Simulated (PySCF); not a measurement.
# Unknown compound

The spectra below were simulated for a compound C4H12NPSi.

1H NMR (300 MHz, computed): δ 8.43 (m, 1H), 5.56 (m, 2H), 2.34 (m, 1H), 1.09 (d, 6H), 0.95 (m, 2H).

13C{1H} NMR (computed): δ 189.2, 46.0, 20.7 (2C).

Theoretical values (PySCF 2.14): geometry from GFN2-xTB, σ from GIAO-PBE0/pcSseg-1. Averaged over atoms made equivalent by symmetry, fast rotation or ring inversion, isolated molecule, one computed conformer, relativity neglected.

Chemical shifts δ = σref − σ; 1H (31.72 ppm), 13C (186.93 ppm) vs TMS, all at this level.

Deduce the structure.

Results:


3 carbon signals for 4 carbons: some carbons are equivalent by symmetry or fast rotation. Carbon types of the structure: 2 × CH, 2 × CH3, leaving 4 H on heteroatoms. δC 189.2: C=N carbon. δC 46.0: sp3 CH; a saturated carbon with 3 carbon neighbours and no heteroatom attached. δC 20.7: methyl carbon; a saturated carbon with 1 carbon neighbour and no heteroatom attached. δH 5.56: hydrogen on a silicon bonded to N, P. δH 2.34: hydrogen on an sp3 CH. δH 1.09: hydrogen on a methyl carbon. δH 0.95: hydrogen on a phosphorus bonded to Si.

Structure: SMILES P[SiH2]/N=C/C(C)C.

The shifts were computed for this structure.

Splittings by 31P in the carbon and heteronuclear signals aren't shown, as no couplings were computed. Shifts are as computed. Against solution values, carbons near 30 ppm lie about +3 ppm off and those near 130 ppm about +5 ppm. Of 1309 compounds with measured shifts, 239 miss one by over three times the rms of a fit or turn the order of signals round; such compounds aren't used in these exercises. No couplings were computed; multiplicities are counted from neighbouring protons, with m where these are inequivalent, close in shift, in a saturated or five-membered ring or joined by F or P, and br s for small geminal =CH2 splittings.
